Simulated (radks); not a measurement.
Question: Species: W4+. Configuration: [Xe] 4f14 5d2. Method: scalar-relativistic Kohn-Sham, SCAN, spin-polarised, spherical densities, finite nucleus; open shells are filled with parallel spins first (spin-orbit coupling, left out, can overturn this in heavy ions); meta-GGA in the generalised Kohn-Sham scheme; Fermi nuclear charge, rms radius 5.3658 fm; computed with a radial shooting solver on a logarithmic mesh with Libxc functionals. Some entries of the table are withheld. Estimate them.

| orbital | occ. | eigenvalue (eV) | <r^2> (bohr^2) |
|---|---|---|---|
| 1s up | 1 | -69604.13 | 0.0004631 |
| 1s down | 1 | -69604.13 | 0.0004631 |
| 2s up | 1 | -12076.24 | 0.007115 |
| 2s down | 1 | -12076.15 | 0.007115 |
| 2p up | 3 | -10563.80 | 0.005891 |
| 2p down | 3 | -10563.71 | 0.005891 |
| 3s up | 1 | -2826.373 | 0.04612 |
| 3s down | 1 | -2826.358 | 0.04612 |
| 3p up | 3 | -2375.637 | 0.04694 |
| 3p down | 3 | -2375.613 | 0.04694 |
| 3d up | 5 | -1856.343 | 0.03902 |
| 3d down | 5 | -1856.275 | 0.03902 |
| 4s up | 1 | -623.2192 | 0.2279 |
| 4s down | 1 | -623.0741 | 0.2278 |
| 4p up | 3 | -474.6897 | 0.2594 |
| 4p down | 3 | -474.5448 | 0.2593 |
| 4d up | 5 | -285.7847 | 0.3030 |
| 4d down | 5 | -285.5972 | 0.3026 |
| 5s up | 1 | -124.1405 | 1.264 |
| 5s down | 1 | -122.9317 | 1.255 |
| 5p up | 3 | -87.2355 | 1.691 |
| 5p down | 3 | -85.6840 | 1.666 |
| 4f up | 7 | (1) | 0.4593 |
| 4f down | 7 | (2) | 0.4523 |
| 5d up | 2 | -44.2942 | 3.125 |

Answer: 
(1) 4f up eigenvalue (eV): -77.3359
(2) 4f down eigenvalue (eV): -76.9762
